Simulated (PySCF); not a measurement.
Atoms are numbered as in `[CH3:1][O:2][c:3]1[cH:4][cH:5][cH:6][n:7][cH:8]1` (H(Xn): hydrogen on atom n).

Geometry: GFN2-xTB; GIAO absolute shieldings from PySCF 2.14, gas phase, non-relativistic, averaged over equivalent atoms.

At CAM-B3LYP/pcSseg-1 (171 basis functions, about 70 core-seconds):
| atoms | σ (ppm) |
| --- | --- |
| C3 | 18.4 |
| C6 | 33.5 |
| C8 | 46.1 |
| C4 | 50.3 |
| C5 | 52.6 |
| C1 | 128.0 |
| O2 | 246.9 |
| N7 | -105.4 |
| H(C6) | 23.27 |
| H(C8) | 23.46 |
| H(C4) | 24.26 |
| H(C5) | 24.42 |
| H(C1) | 27.75 |

What do these become at HSE06/aug-cc-pVDZ?

Results:


| atoms | σ at HSE06/aug-cc-pVDZ | change |
| --- | --- | --- |
| C3 | 42.1 | +23.7 |
| C6 | 55.1 | +21.6 |
| C8 | 65.7 | +19.6 |
| C4 | 73.7 | +23.4 |
| C5 | 74.9 | +22.3 |
| C1 | 143.2 | +15.2 |
| O2 | 250.8 | +3.9 |
| N7 | -63.3 | +42.1 |
| H(C6) | 23.08 | -0.19 |
| H(C8) | 23.13 | -0.33 |
| H(C4) | 24.28 | +0.02 |
| H(C5) | 24.26 | -0.16 |
| H(C1) | 27.69 | -0.06 |

The largest change is at N7 (pyridine-type ring nitrogen). Cost: 247 basis functions, of the order of 3 core-minutes. The order of the carbon signals is the same at both levels.
